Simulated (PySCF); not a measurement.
Static response to an electric field

Species: Ge(NMe2)Cl3, C₂H₆Cl₃GeN.
Geometry (PBE0-D3(BJ)/def2-SVP, Å), atoms numbered from 1 in this order:
```xyz
13
C2H6Cl3GeN angstrom
Ge     0.053   -0.041   -1.599
N      0.148    0.259    0.173
C      1.063   -0.540    0.959
C     -1.065    0.649    0.855
H      1.373    0.027    1.854
H      1.970   -0.765    0.380
H      0.620   -1.497    1.298
H     -1.680    1.291    0.208
H     -1.680   -0.215    1.174
H     -0.811    1.235    1.756
Cl     2.023   -0.214   -2.403
Cl    -0.951    1.591   -2.537
Cl    -1.031   -1.833   -2.096
```

Level: B3LYP/def2-SVPD (PySCF), static field, nuclei fixed, core orbitals frozen in the response. The polarisability tensor in these axes (au):

```
x   104.31  -2.52  -0.17
y    -2.52 100.89  -0.06
z    -0.17  -0.06 108.54
```

Question: Diagonalise the tensor; give its mean and Δα, where Δα² is half the sum of the squared differences of the eigenvalues.

Answer: Principal values 99.56, 105.64 and 108.55 au; mean 104.58 au = 15.50 Å³ = 17.24 × 10⁻⁴⁰ C²·m²/J; Δα = 7.95 au (8 % of the mean).

Question: What is the dipole moment, and where does it point?

Answer: (0.00, 0.14, 2.69) D, 2.70 D in size, pointing from the negative to the positive side. Measured along this direction, the outermost atoms are Cl12 and Cl11 at the negative end and H5 and H10 at the positive end.

Question: How large is μ²/3kT at 298 K beside α?

Answer: In Gaussian units μ²/3kT = 58.96 Å³ against 15.50 Å³, a ratio of 3.80; the Debye molar polarisation (4π/3)N_A(α + μ²/3kT) is 187.8 cm³/mol, leaving out the vibrational part.

Question: Directions of the eigenvectors, and the extent of the frame along each?

Answer: Largest value along (-0.04, 0.01, 1.00), where the nuclei span 4.29 Å; middle along (0.88, -0.47, 0.04), 4.19 Å; least along (0.47, 0.88, 0.02), 3.06 Å. 

Question: What are the principal values of the traceless quadrupole moment, Θ = ½Σq(3rr − r²1), about the centre of nuclear charge?

Answer: -5.40, 0.38, 5.02 D·Å. The values depend on the origin, since the dipole doesn't vanish. The electronic extent ⟨r²⟩ about the same centre is 1634 bohr², a root-mean-square distance of 2.06 Å for the 108 electrons.

Question: Find the Langevin capture rate constant for O2+ (31.990 u) meeting this molecule (222.878 u), k = 2.342 × 10⁻⁹ cm³/s × √(α in Å³ / reduced mass in u).

Answer: The reduced mass is 27.97 u, so k = 1.74 × 10⁻⁹ cm³/s. The formula leaves out the permanent dipole, which adds to the capture rate.

Question: Refractivity n − 1 of an ideal gas of it at 298.15 K and 1 atm, from the electronic α?

Answer: N = p/kT = 2.4615 × 10¹⁹ cm⁻³, so n − 1 = 2π × N × 15.50 × 10⁻²⁴ cm³ = 2397 × 10⁻⁶ at long wavelengths, for an ideal gas.

Isolated species at its PBE0-D3(BJ)/def2-SVP geometry, gas phase. The calculation is non-relativistic, for germanium too.
